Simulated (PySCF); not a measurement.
Predicted spectroscopic data

PySCF 2.14.0 with density-fitted response routines calculation with shielding tensors at PBE0/pcSseg-1 (GIAO) and structure optimised with GFN2-xTB; relativity neglected, one averaged value for each set of equivalent atoms, single conformer, no solvent model.

Referencing at the same level of theory: 1H, 13C vs TMS. Splittings of carbon signals by F and P are missing where no couplings were computed. Where no couplings were computed, multiplicities follow the n + 1 count of equivalent neighbours, and m marks all less simple cases (inequivalent or close neighbours, rings, F or P nearby). Shifts are as computed. Against solution values, carbons near 30 ppm lie about +3 ppm off and those near 130 ppm about +5 ppm. Of 1211 compounds with measured shifts, 218 miss one by over three times the rms of a fit or turn the order of signals round; such compounds aren't used in these exercises. OH and NH positions are gas-phase values without hydrogen bonding to other molecules.

Compound 1 (C$_{8}$H$_{8}$FN). 1H NMR (500 MHz, computed): δ 7.21 (m, 1H), 5.86 (m, 1H), 5.66 (m, 1H), 3.09 (m, 1H), 1.74 (d, 1H), 1.24 (d, 3H). 13C{1H} NMR (computed): δ 159.9 (CH), 121.8 (C), 107.7 (CH), 97.5 (CH), 88.0 (C), 80.2 (CH), 33.0 (CH), 17.1 (CH3). Structure: SMILES C#C[C@@H](C)[C@@H](F)/C=C/C#N.

Compound 2 (C$_{6}$H$_{13}$N). 1H NMR (500 MHz, computed): δ 7.62 (t, 1H), 3.75 (t, 2H), 2.11 (m, 2H), 1.44 (m, 2H), 1.33 (m, 3H), 1.22 (t, 3H). 13C{1H} NMR (computed): δ 170.0, 56.2, 30.1, 23.7, 14.3, 13.4. Structure: `CC/C=N\CCC`.

Compound 3 (C$_{5}$H$_{7}$F$_{2}$NO). 1H NMR (500 MHz, computed): δ 6.62 (m, 1H), 5.16 (t, 1H), 3.94 (m, 2H), 3.87 (s, 2H), 1.12 (br s, 1H). 13C{1H} NMR (computed): δ 163.8, 123.2, 108.8, 57.0, 57.0. Structure: `C(F)(F)OC1=CCNC1`.

Compound 4 (C$_{8}$H$_{8}$FN). 1H NMR (500 MHz, computed): δ 7.83 (m, 1H), 7.79 (m, 1H), 7.41 (m, 1H), 7.26 (m, 1H), 7.26 (m, 1H), 2.48 (s, 3H). 13C{1H} NMR (computed): δ 161.0, 159.7, 141.9, 141.2, 132.8, 130.0, 122.1, 23.6. Structure: SMILES C=Nc1ccc(C)cc1F.
